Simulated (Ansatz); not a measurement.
`Cl[SiH2][ZnH]` + NH₃ → `[NH2][ZnH]` + `[SiH3]Cl` at 700 K and 1 bar (cleavage of the Zn–Si bond).

Gas-phase electronic energies from Ansatz, PBE0-D4/def2-TZVP geometries. CCSD(T)/CBS is the MP2 limit (def2-TZVPP, def2-QZVPP) plus CCSD(T) − MP2 in def2-TZVPP, frozen cores. This one scheme is used for every species. For Zn outer-core shells are correlated without core-valence functions, which leaves a few kJ/mol of doubt a bond. Scalar relativity is left out up to krypton.

| species | CCSD(T)/CBS energy (Eh) | H − E (kJ/mol) | S (J/(mol·K)) |
| --- | --- | --- | --- |
| `Cl[SiH2][ZnH]` | -2529.06736 | 120.0 | 400.6 |
| NH₃ | -56.50880 | 116.9 | 226.5 |
| `[NH2][ZnH]` | -1834.88092 | 121.1 | 319.1 |
| `[SiH3]Cl` | -750.69636 | 107.0 | 306.3 |

H − E and S are ideal-gas, rigid-rotor, harmonic terms from PBE0-D4/def2-TZVP. 1 Eh = 2625.50 kJ/mol, R = 8.31446 J/(mol·K).

Question: By hand: ΔE, ΔH, ΔS and ΔG.

Answer: ΔE = (-1834.88092) + (-750.69636) − (-2529.06736) − (-56.50880) = -0.00112 Eh = -2.9 kJ/mol. Δ(H − E) = 121.1 + 107.0 − 120.0 − 116.9 = -8.8, so ΔH = -11.7 kJ/mol. ΔS = 319.1 + 306.3 − 400.6 − 226.5 = -1.7 J/(mol·K). ΔG = -11.7 − 700 × (-1.7)/1000 = -10.5 kJ/mol.

Question: By hand: the equilibrium constant, and the temperature at which ΔG would vanish if ΔH and ΔS stayed fixed.

Answer: log₁₀ K = −ΔG/(RT ln 10) = 0.8. ΔG = 0 at ΔH/ΔS = 6882 K, far beyond where these terms or the molecules hold.

The number of gas molecules stays the same, so ΔS is small and ΔH decides. A doubt of 5 kJ/mol in ΔE shifts log₁₀ K by 0.4 here. These are equilibria of isolated gas molecules and say nothing of rates. Largest T1 diagnostic: 0.016 (customary marks: 0.02 for closed shells, 0.045 for open ones).
